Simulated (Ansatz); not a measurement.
Compare A (`O[SiH2]O[Si](F)(Cl)Cl`) with its isomer B (`O[Si@@H](Cl)O[Si@H](F)Cl`).

Gas-phase electronic energies from Ansatz, PBE0-D4/def2-TZVP geometries. CCSD(T)/CBS is the MP2 limit (def2-TZVPP, def2-QZVPP) plus CCSD(T) − MP2 in def2-TZVPP, frozen cores. Functionals use def2-TZVPP. B3LYP here is the variant with VWN-RPA as its local correlation; programs differ in this. Each species was taken in one conformer, which may not be the lowest.

A:

```xyz
10

O     2.008   -0.086    0.970
Si    1.292   -0.439   -0.453
O    -0.350   -0.394   -0.329
Si   -1.656    0.436    0.066
F    -1.986    0.203    1.591
Cl   -1.381    2.420   -0.211
Cl   -3.232   -0.210   -1.015
H     1.963   -0.723    1.685
H     1.733    0.604   -1.399
H     1.608   -1.812   -0.905
```

B:

```xyz
10

O    -1.184   -1.778    0.290
Si    0.243   -1.186    0.776
Cl    1.768   -1.970   -0.342
O     0.327    0.438    0.622
Si    0.108    1.677   -0.383
F    -0.920    2.685    0.270
Cl   -0.703    1.011   -2.133
H    -1.421   -1.728   -0.639
H     0.419   -1.535    2.188
H     1.363    2.387   -0.649
```

Question: Which is lower in electronic energy at CCSD(T)/CBS, and by how much? (An estimate is asked.)

Answer: The calculation gave: B, by 19.2 kJ/mol.

Question: Give E(B) − E(A) in kJ/mol with PBE0-D4, ωB97M-V, MP2/def2-TZVPP, HF/def2-TZVPP, CCSD(T)/def2-TZVPP, B2PLYP, B3LYP-D4. (Best estimate.)

Answer: Computed: PBE0-D4 -18.8, ωB97M-V -19.3, MP2/def2-TZVPP -18.4, HF/def2-TZVPP -18.4, CCSD(T)/def2-TZVPP -18.3, B2PLYP -18.4, B3LYP-D4 -19.1. None reverses the order clearly.

Largest T1 diagnostic: 0.011.
